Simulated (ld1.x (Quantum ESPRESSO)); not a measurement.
**Ranking RRKJ potentials for Co (Z = 27)**

All share these settings but for the change named:

cobalt, norm-conserving RRKJ (Kleinman–Bylander form), made with ld1.x (Quantum ESPRESSO) 7.5 (LDA (PZ), scalar-relativistic). Core [Ne], reference 3s2 3p6 3d7 4s2 4p0. Waves: 3p (bound): rc 1.10 bohr; 3d (bound): rc 1.65 bohr; 3s (bound): rc 0.95 bohr. Local part: the s channel. Core correction: none. rho0 = 0.01.

Occupied shells without a wave of their own: 4s. They enter only through the test configuration that unscreens the potential.

Test errors are all-electron minus pseudo excitation energies from the reference, over 3s2 3p6 3d7 4s1 4p0; 3s2 3p6 3d7 4s0 4p0; 3s2 3p6 3d6 4s0 4p0; 3s2 3p6 3d5 4s0 4p0; 3s2 3p6 3d8 4s1 4p0; 3s2 3p6 3d6 4s2 4p1; 3s2 3p6 3d7.5 4s1.5 4p0. None of these files shows a bound ghost.

The base gives 955.4 meV.

Of 7 variants that were run, those that failed, showed a ghost or another fault, or gave nearly equal values are left out.

Q: Rank these variants by their largest absolute test error, smallest first.
A. all radii scaled by about 0.95 (s 0.90, p 1.04, d 1.58 bohr)
B. all radii scaled by about 0.84 (s 0.80, p 0.92, d 1.40 bohr)
C. all radii scaled by about 0.78 (s 0.74, p 0.86, d 1.28 bohr)

A: C (256.9 meV), B (336.2 meV), A (694.4 meV).
